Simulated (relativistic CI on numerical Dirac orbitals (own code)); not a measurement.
## Hyperfine structure of Hg73+, mass number 201

Computed by Dirac-Coulomb-Breit CI, KLI orbitals optimised for each configuration, model QED, unscaled Slater integrals (own radial code, finite nucleus).

Configuration list (outside the closed core 1s2): 2s2 2p3, 2s 2p4, 2p5, 2p4 3s, 2s2 2p2 3s, 2p4 3p, 2s2 2p2 3p, 2p4 3d, 2s2 2p2 3d, 2s 2p3 3s, 2s 2p3 3p, 2s 2p3 3d, 2s2 2p2 4s, 2s2 2p2 4p, 2s2 2p2 4d, 2s2 2p2 4f. Levels of other configurations are missing.

Nuclear spin I = 3/2, μ = -0.558 μN, Q = 0.387 b (tables of Stone and Pyykkö). The electronic factors are computed for point nuclear moments, without core polarisation or the Bohr-Weisskopf and QED corrections.

| Level | E (Ry) | A (GHz) | B (GHz) |
| --- | --- | --- | --- |
| 2s2 2p3 2D°_5/2 | 149.044 | -1154 | -1.68 |
| 2s2 2p3 2P°_1/2 | 153.494 | -4146 |  |
| 2s 2p4 4P_5/2 | 176.326 | -2868 | 82.8 |
| 2s 2p4 2S_1/2 | 185.121 | -12720 |  |
| 2s 2p4 2P_3/2 | 185.221 | 2060 | -67.3 |
| 2s2 2p3 2P°_3/2 | 301.234 | -410.7 | -857 |
| 2s 2p4 4P_3/2 | 326.004 | -2920 | -653 |
| 2s 2p4 2D_5/2 | 329.171 | -3625 | -922 |

Levels with J = 0, under 50 % of one LS term, or S terms without an open s electron are left out. Small factors come from cancelling terms and can be off by tens of per cent or more.

At this charge energies of transitions that change n are usually good to better than 1 %, and those within a shell (Δn = 0) to a few per cent.

Problem. Give the hyperfine levels of 2s2 2p3 2P°_1/2 relative to its centre of gravity.

Solution. With K = F(F + 1) − I(I + 1) − J(J + 1), E = AK/2: F = 1: 5182, F = 2: -3109 GHz.

LS names give the leading component of a level, which can be under half, so a name can repeat, a term be missing and a line seem to break the LS rules.
